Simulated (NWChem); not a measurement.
The numbers come from NWChem runs, not from measurements. System: H5AsSi, charge 0, spin multiplicity 1, at a geometry optimised with B3LYP/def2-SVP. Level: RHF/def2-SVP, spin-restricted.

The NWChem input:

```
start mol
memory heap 200 mb stack 900 mb global 1100 mb
geometry units angstroms nocenter noautoz noautosym
  Si     1.556857    -0.299920     0.000000
  As    -0.782922     0.210597     0.000000
  H      2.168629     0.316780     1.213199
  H      2.168629     0.316780    -1.213199
  H      1.847284    -1.763346     0.000000
  H     -1.072058    -0.810518     1.103552
  H     -1.072058    -0.810518    -1.103552
end
basis spherical
  * library def2-svp
end
scf
  rhf
  nopen 0
  maxiter 100
  thresh 1e-7
  semidirect memsize 60000000 filesize 0
end
task scf energy
```

Part of the output:

```
             Northwest Computational Chemistry Package (NWChem) 7.3.0
             --------------------------------------------------------

                                NWChem Input Module
                                -------------------

 Scaling coordinates for geometry "geometry" by  1.889725989
 (inverse scale =  0.529177249)

                             Geometry "geometry" -> ""
                             -------------------------

 Output coordinates in angstroms (scale by  1.889725989 to convert to a.u.)

  No.       Tag          Charge          X              Y              Z
 ---- ---------------- ---------- -------------- -------------- --------------
    1 Si                  14.0000     1.55685700    -0.29992000     0.00000000
    2 As                  33.0000    -0.78292200     0.21059700     0.00000000
    3 H                    1.0000     2.16862900     0.31678000     1.21319900
    4 H                    1.0000     2.16862900     0.31678000    -1.21319900
    5 H                    1.0000     1.84728400    -1.76334600     0.00000000
    6 H                    1.0000    -1.07205800    -0.81051800     1.10355200
    7 H                    1.0000    -1.07205800    -0.81051800    -1.10355200

 Effective nuclear repulsion energy (a.u.)     162.9399506602

            Nuclear Dipole moment (a.u.)
            ----------------------------
        X                 Y               Z
 ---------------- ---------------- ----------------
    -0.0000037795    -0.0000018897     0.0000000000


 Summary of "ao basis" -> "" (spherical)
 ------------------------------------------------------------------------------
       Tag                 Description            Shells   Functions and Types
 ---------------- ------------------------------  ------  ---------------------
 *                          def2-svp                  on all atoms

 Summary of "ao basis" -> "ao basis" (spherical)
 ------------------------------------------------------------------------------
       Tag                 Description            Shells   Functions and Types
 ---------------- ------------------------------  ------  ---------------------
[...]
    30     -0.251479  2 As px                23      0.210345  2 As s
    21     -0.188494  2 As s                 28     -0.184272  2 As py
     8      0.179338  1 Si px                11      0.157307  1 Si px

 Vector   27  Occ=0.000000D+00  E= 1.381946D-01
              MO Center=  4.2D-01, -2.0D-01, -5.1D-13, r^2= 5.3D+00
   Bfn.  Coefficient  Atom+Function         Bfn.  Coefficient  Atom+Function
  ----- ------------  ---------------      ----- ------------  ---------------
    11      1.038263  1 Si px                33      1.021951  2 As px
     4     -0.527494  1 Si s                 62      0.436789  5 H  s
     3     -0.421446  1 Si s                 12      0.266120  1 Si py
    67      0.265539  6 H  s                 72      0.265539  7 H  s
    23      0.257156  2 As s                 30      0.200188  2 As px

 Vector   28  Occ=0.000000D+00  E= 1.436454D-01
              MO Center= -6.7D-01, -3.7D-02, -2.7D-13, r^2= 4.0D+00
   Bfn.  Coefficient  Atom+Function         Bfn.  Coefficient  Atom+Function
  ----- ------------  ---------------      ----- ------------  ---------------
    35      1.196027  2 As pz                67     -0.941304  6 H  s
    72      0.941304  7 H  s                 13      0.218637  1 Si pz
    52     -0.208795  3 H  s                 57      0.208795  4 H  s
    32      0.199266  2 As pz                66     -0.188953  6 H  s
    71      0.188953  7 H  s                 29     -0.160344  2 As pz

 Vector   29  Occ=0.000000D+00  E= 1.534038D-01
              MO Center=  1.4D-01, -4.8D-01,  4.7D-13, r^2= 5.8D+00
   Bfn.  Coefficient  Atom+Function         Bfn.  Coefficient  Atom+Function
  ----- ------------  ---------------      ----- ------------  ---------------
    23      1.747579  2 As s                 67     -1.099812  6 H  s
    72     -1.099812  7 H  s                 34     -1.060519  2 As py
    11      0.892087  1 Si px                62     -0.582614  5 H  s
    12     -0.531409  1 Si py                 4     -0.419625  1 Si s
     3      0.363055  1 Si s                 22      0.328264  2 As s

 center of mass
 --------------
 x =  -0.19310232 y =   0.08079877 z =   0.00000000

 moments of inertia (a.u.)
 ------------------
          56.150382026054          89.603843176041           0.000000000000
          89.603843176041         475.896800590995           0.000000000000
           0.000000000000           0.000000000000         493.326481288042

  Mulliken analysis of the total density
  --------------------------------------

    Atom       Charge   Shell Charges
 -----------   ------   -------------------------------------------------------
    1 Si  14    13.46   2.00  1.99  0.96  0.19  5.94  1.23  0.97  0.19
    2 As  33    33.09   2.00  2.00  2.00  1.24  0.52  6.00  5.98  1.53  1.70  8.18  1.77  0.16
    3 H    1     1.13   0.74  0.38  0.01
    4 H    1     1.13   0.74  0.38  0.01
    5 H    1     1.13   0.74  0.38  0.01
    6 H    1     1.04   0.70  0.32  0.02
    7 H    1     1.04   0.70  0.32  0.02

       Multipole analysis of the density wrt the origin
       ------------------------------------------------

     L   x y z        total         open         nuclear
     -   - - -        -----         ----         -------
     0   0 0 0     -0.000000      0.000000     52.000000

     1   1 0 0      0.106201      0.000000     -0.000004
     1   0 1 0     -0.201667      0.000000     -0.000002
     1   0 0 1     -0.000000      0.000000      0.000000

     2   2 0 0    -27.300742      0.000000    247.396682
     2   1 1 0      0.745460      0.000000    -43.294617
     2   1 0 1      0.000000      0.000000      0.000000
     2   0 2 0    -27.459816      0.000000     26.236186
     2   0 1 1      0.000000      0.000000      0.000000
     2   0 0 2    -26.074257      0.000000     19.210032

 Task  times  cpu:        0.8s     wall:        0.8s

 Total times  cpu:        0.8s     wall:        0.8s
```
